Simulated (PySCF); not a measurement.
Screening by computed properties: pick the candidate that meets the target.

Species are written as SMILES; each is one conformer at its optimised geometry, gas phase, non-relativistic unless stated; the electronic structure was computed with PySCF and density fitting.

Dipoles, sizes and rotational constants follow the conformer. The torsions of the flexible species, by atom-mapped SMILES:
- `[CH3:1][CH2:2][O:3][Si:4]([CH3:5])([NH2:6])[NH2:7]`: C1–C2–O3–Si4 88°, C2–O3–Si4–C5 -162°, H–N6–Si4–O3 68°, H–N6–Si4–O3 -159°, H–N7–Si4–O3 179°, H–N7–Si4–O3 44°
- `[F:1][CH2:2][SiH2:3][PH3+:4]`: F1–C2–Si3–P4 0°
- `[CH3:1][SiH2:2][Si@@H:3]([F:4])[Cl:5]`: C1–Si2–Si3–F4 -117°

The conformers of `O=C(O)[Si@@H]1CC[SiH2]O1` aren't listed.

(1) Wanted: lowest singlet excitation between 6 eV and 6.7 eV (TDDFT CAM-B3LYP/def2-SVPD) and smallest rotational constant above 2 GHz (GFN2-xTB), at GFN2-xTB geometries. Which candidate meets both?
A. `CCO[Si](C)(N)N`
B. `C1PCCC1`
C. `CP1CCC1`
D. `FC[SiH2][PH3+]`

(2) Wanted: electronic spatial extent ⟨r²⟩ about the centre of nuclear charge above 1050 bohr² (CAM-B3LYP/def2-SVPD) and static isotropic polarisability above 80 au (CAM-B3LYP/def2-SVPD), at GFN2-xTB geometries. Which candidate meets both?
A. `FC[SiH2][PH3+]`
B. `F[Si@H]([SiH2]C)Cl`
C. `C1CCPC1`
D. `CCO[Si](C)(N)N`

(3) Wanted: lowest triplet excitation (Tamm–Dancoff) between 6 eV and 6.3 eV (TDA CAM-B3LYP/def2-SVPD) and HOMO–LUMO gap above 9.2 eV (CAM-B3LYP/def2-SVPD), at GFN2-xTB geometries. Which candidate meets both?
A. `CCO[Si](C)(N)N`
B. `CP1CCC1`
C. `FC[SiH2][PH3+]`
D. `O=C(O)[Si@@H]1CC[SiH2]O1`
E. `C[SiH2][Si@@H](F)Cl`
F. `C1CCPC1`

Results:

(1) B. Computed values:
| species | lowest singlet excitation | smallest rotational constant |
| --- | --- | --- |
| CP1CCC1 | 5.79 eV | 3.238 GHz |
| C1PCCC1 | 6.21 eV | 2.736 GHz |
| CCO[Si](C)(N)N | 6.45 eV | 1.367 GHz |
| FC[SiH2][PH3+] | 6.98 eV | 2.206 GHz |

(2) D. Computed values:
```
           species  electronic spatial extent ⟨r²⟩ about the centre of nuclear charge  static isotropic polarisability
           C1CCPC1                                                          517 bohr²                          70.3 au
    FC[SiH2][PH3+]                                                          551 bohr²                          58.9 au
F[Si@H]([SiH2]C)Cl                                                         1016 bohr²                          78.9 au
    CCO[Si](C)(N)N                                                         1090 bohr²                          80.9 au
```

(3) A. Computed values:
```csv
species,lowest triplet excitation (Tamm–Dancoff),HOMO–LUMO gap
O=C(O)[Si@@H]1CC[SiH2]O1,4.26 eV,9.42 eV
CP1CCC1,4.66 eV,9.07 eV
C1CCPC1,5.28 eV,9.30 eV
C[SiH2][Si@@H](F)Cl,5.64 eV,9.83 eV
CCO[Si](C)(N)N,6.14 eV,9.58 eV
FC[SiH2][PH3+],6.49 eV,10.60 eV
```
